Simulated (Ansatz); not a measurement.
```yaml
crystal:
  periodic: [false, false, false]
  atoms:
    - {symbol: C, position_ang: [1.923384, -0.730249, -2.296867]}
    - {symbol: O, position_ang: [0.567737, -0.727098, -1.981108]}
    - {symbol: Mo, position_ang: [-0.597125, 0.082736, -0.797091]}
    - {symbol: O, position_ang: [-2.068603, -0.194971, -1.512152]}
    - {symbol: Cl, position_ang: [0.451286, 2.068953, -1.515104]}
    - {symbol: O, position_ang: [-1.159670, 1.141706, 0.633492]}
    - {symbol: C, position_ang: [-0.552066, 2.004652, 1.544665]}
    - {symbol: O, position_ang: [-0.186785, -1.265998, 0.443248]}
    - {symbol: C, position_ang: [-0.882847, -1.644270, 1.600760]}
    - {symbol: H, position_ang: [2.261916, 0.297597, -2.470122]}
    - {symbol: H, position_ang: [2.504901, -1.165915, -1.477473]}
    - {symbol: H, position_ang: [2.074154, -1.322159, -3.202398]}
    - {symbol: H, position_ang: [0.219351, 1.487485, 2.126945]}
    - {symbol: H, position_ang: [-0.084750, 2.835727, 1.005332]}
    - {symbol: H, position_ang: [-1.314778, 2.394531, 2.222925]}
    - {symbol: H, position_ang: [-1.302018, -0.769647, 2.109882]}
    - {symbol: H, position_ang: [-0.189854, -2.157634, 2.271832]}
    - {symbol: H, position_ang: [-1.701834, -2.323945, 1.345034]}
basis:
  gaussian: {orbitals: def2-SVP, fitting: {mean_field: cc-pVTZ-jkfit}}
total_charge: 1
magnetization: {spin_polarized: true, initial_magnetization: 1}
hamiltonian: {xc: {name: HF}}
correlation: {method: rpa}
scf: {lower_state_search: off}
```

```sh
$ ansatz run in.yaml --threads 4 --pin off --events-out ev --progress --plain --max-ram 46080MiB --backend cpu
```

Task: How does Ansatz answer? (An estimate is asked.)

Result: Ansatz gave: The program refused the input.
```
Functional definition: HF
Error: <dir> the basis set cc-pVTZ-JKFIT has no functions for Mo
```
